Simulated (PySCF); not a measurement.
**Mayer bond orders and bond lengths**

Compound: C₇H₁₁FOSi.
Numbering: `[CH2:1]=[CH:2][Si@H:3](/[CH:4]=[CH:5]\[CH:6]=[CH:7]\[F:8])[O:9][CH3:10]` (hydrogens: H11, H12 on C1; H13 on C2; H14 on Si3; H15 on C4; H16 on C5; H17 on C6; H18 on C7; H19, H20, H21 on C10)

Structure used (GFN2-xTB), in Å, numbered top down from 1:
```
atom  x, y, z in Å
C1    -1.7585    1.9237    0.6074
C2    -0.6338    1.2428    0.7714
Si3   -0.4036   -0.5787    0.3084
C4     0.3574   -0.7872   -1.3961
C5     1.5699   -0.3721   -1.7689
C6     2.5013    0.3007   -0.9003
C7     3.6899    0.7240   -1.3143
F8     4.5450    1.3514   -0.4899
O9    -1.8136   -1.3563    0.0725
C10   -2.8247   -1.6142    0.9961
H11   -2.6409    1.4653    0.1894
H12   -1.8550    2.9661    0.8738
H13    0.2180    1.7691    1.1860
H14    0.3747   -1.2160    1.3853
H15   -0.2547   -1.2843   -2.1368
H16    1.9177   -0.5322   -2.7836
H17    2.2067    0.4584    0.1250
H18    4.0911    0.6250   -2.3126
H19   -2.4855   -2.3348    1.7443
H20   -3.6760   -2.0319    0.4570
H21   -3.1343   -0.7016    1.5098
```

Bond orders from the PBE0/pcSseg-1 density (PySCF). Geometry: GFN2-xTB, one conformer, isolated molecule.

**Question.** Where do the orders between heavy atoms depart from those drawn in the SMILES?

**Answer.** The largest departure is 0.191, at C6–C7 (drawn double, 1.809). Drawn single, order below 0.88: C2–Si3 (0.833) and Si3–C4 (0.870).

**Question.** Give the Mayer order of every bond, beside its length.

**Answer.** 
```json
{"bond": "C1–C2", "drawn as": "double", "length (Å)": "1.325", "Mayer order": "2.002"}
{"bond": "C2–Si3", "drawn as": "single", "length (Å)": "1.893", "Mayer order": "0.833"}
{"bond": "Si3–C4", "drawn as": "single", "length (Å)": "1.878", "Mayer order": "0.870"}
{"bond": "C4–C5", "drawn as": "double", "length (Å)": "1.335", "Mayer order": "1.832"}
{"bond": "C5–C6", "drawn as": "single", "length (Å)": "1.440", "Mayer order": "1.094"}
{"bond": "C6–C7", "drawn as": "double", "length (Å)": "1.328", "Mayer order": "1.809"}
{"bond": "C7–F8", "drawn as": "single", "length (Å)": "1.343", "Mayer order": "0.941"}
{"bond": "Si3–O9", "drawn as": "single", "length (Å)": "1.627", "Mayer order": "0.978"}
{"bond": "O9–C10", "drawn as": "single", "length (Å)": "1.393", "Mayer order": "0.900"}
{"bond": "C1–H11", "drawn as": "single", "length (Å)": "1.079", "Mayer order": "0.952"}
{"bond": "C1–H12", "drawn as": "single", "length (Å)": "1.080", "Mayer order": "0.954"}
{"bond": "C2–H13", "drawn as": "single", "length (Å)": "1.084", "Mayer order": "0.935"}
{"bond": "Si3–H14", "drawn as": "single", "length (Å)": "1.474", "Mayer order": "0.923"}
{"bond": "C4–H15", "drawn as": "single", "length (Å)": "1.082", "Mayer order": "0.934"}
{"bond": "C5–H16", "drawn as": "single", "length (Å)": "1.085", "Mayer order": "0.961"}
{"bond": "C6–H17", "drawn as": "single", "length (Å)": "1.078", "Mayer order": "0.929"}
{"bond": "C7–H18", "drawn as": "single", "length (Å)": "1.080", "Mayer order": "0.982"}
{"bond": "C10–H19", "drawn as": "single", "length (Å)": "1.093", "Mayer order": "0.968"}
{"bond": "C10–H20", "drawn as": "single", "length (Å)": "1.091", "Mayer order": "0.972"}
{"bond": "C10–H21", "drawn as": "single", "length (Å)": "1.092", "Mayer order": "0.960"}
```

Bonds between the same two heavy elements. C–C: lowest C5–C6 (1.094, 1.440 Å), highest C1–C2 (2.002, 1.325 Å); in 1 of the 6 pairs the longer bond (by over 0.003 Å) has the higher order (by 0.02 or more). C–Si: lowest C2–Si3 (0.833, 1.893 Å), highest Si3–C4 (0.870, 1.878 Å).

**Question.** Sum the orders of all bonds at each heavy atom with more than one neighbour and set the sums beside the valence in the SMILES.

**Answer.** C1 3.908 (drawn 4), C2 3.770 (drawn 4), Si3 3.604 (drawn 4), C4 3.636 (drawn 4), C5 3.887 (drawn 4), C6 3.832 (drawn 4), C7 3.732 (drawn 4), O9 1.878 (drawn 2), C10 3.800 (drawn 4). Orders between atoms that aren't bonded are not in these sums.

The Mayer order sums products of elements of PS (density times overlap matrix) between the two atoms' basis functions, so it depends on the basis set.

These values come from a run that also computed NMR shieldings. Hardware: one thread of an Arm Neoverse N1, no GPU, shared host. Cost: 2.0 min of wall time (grids of density and orbitals included), 1.1 GiB resident at most.
